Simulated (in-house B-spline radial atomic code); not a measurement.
How numerical settings move a run on Te, [Kr] 4d10 5s2 5p4. Computed with an all-electron radial atomic-structure program (B-spline basis): non-relativistic PBE0, spin-polarised, spherical fractional occupations, point nucleus.

Command:
```bash
python run_scf.py task.json out
```
Settings of the sound reference run:
```
Z                52
electrons        52
configuration    [Kr] 4d10 5s2 5p4
hamiltonian      nr
method           pbe0
spin_polarised   True
knot_spacing     0.22
spline_order     8
gauss_points     12
box_radius       50
max_iterations   70
damping          0.5
damped_steps     3
diis_vectors     10
tolerance        1e-08
start            Thomas-Fermi
```

Run time, properties included: 0.5 s on 1 thread of Arm Neoverse N1 (shared host).

It converges in 10 iterations to -6613.953274 hartree, with 5p down at -4.97478 eV. The other runs change the listed settings, some to values that make no sense; their results aren't properties of the atom or ion. Radii are in bohr (the nuclear one in fm), a minus after a letter asks for a j subshell, and «unchanged» means within 1e-8 hartree. The run stops when the residual is below 10 × tolerance × max(1, Z/10), or a noise floor if that is larger, and the energy moves by less than 1e-8 × √|E| hartree; so very loose and very tight tolerances often act alike.

```tsv
changed settings	outcome
knot_spacing = 0.75, max_iterations = 100, damping = 0.95, damped_steps = 8	converged in 16 iterations, energy +1.24e+01 hartree from the reference, 5p down level -2.7e-01 eV
max_iterations = 5, damped_steps = 30, diis_vectors = 20	not converged after 5 iterations, last residual 3.1e-03, last energy +2.22e-04 hartree from the reference
damping = 0.95	converged in 12 iterations, energy unchanged, 5p down level +3.0e-06 eV
damping = 0.2	converged in 11 iterations, energy unchanged, 5p down level +2.4e-06 eV
max_iterations = 2	not converged after 2 iterations, last residual 2.7e-01, last energy +2.87e+00 hartree from the reference
max_iterations = 3	not converged after 3 iterations, last residual 2.9e-02, last energy +3.60e-02 hartree from the reference
damped_steps = 1	converged in 10 iterations, energy unchanged, 5p down level +1.1e-06 eV
max_iterations = 8	not converged after 8 iterations, last residual 3.7e-05, last energy +5.14e-08 hartree from the reference
damped_steps = 0	converged in 9 iterations, energy unchanged, 5p down level +1.7e-06 eV
max_iterations = 12	converged in 10 iterations, energy unchanged
damped_steps = 30	converged in 21 iterations, energy unchanged, 5p down level +2.4e-06 eV
damping = 0	converged in 12 iterations, energy unchanged, 5p down level +3.7e-06 eV
knot_spacing = 0.1, spline_order = 7, box_radius = 200, max_iterations = 75	converged in 10 iterations, energy -5.22e-06 hartree from the reference, 5p down level +2.4e-06 eV
hamiltonian = dirac, method = scan,scan, spin_polarised = False, nucleus = fermi, rms_radius = 4.7423, mass_number = 130, atomic_mass = 129.9062, speed_of_light = 137.036	stopped with error: meta-GGAs are not served with the Dirac Hamiltonian
```

Q: What happens with electrons = 53, configuration = [Kr] 4d10 5s2 5p4 6p-1, max_iterations = 50?

A: Stopped with error: j subshells need the Dirac Hamiltonian and l > 0.

Q: What happens with max_iterations = 5?

A: Not converged after 5 iterations, last residual 1.7e-03, last energy +1.28e-04 hartree from the reference.

Q: What happens with damped_steps = 8?

A: Converged in 13 iterations, energy unchanged, 5p down level +8.7e-06 eV.

Q: What happens with damping = 0.8?

A: Converged in 11 iterations, energy unchanged, 5p down level -3.8e-06 eV.
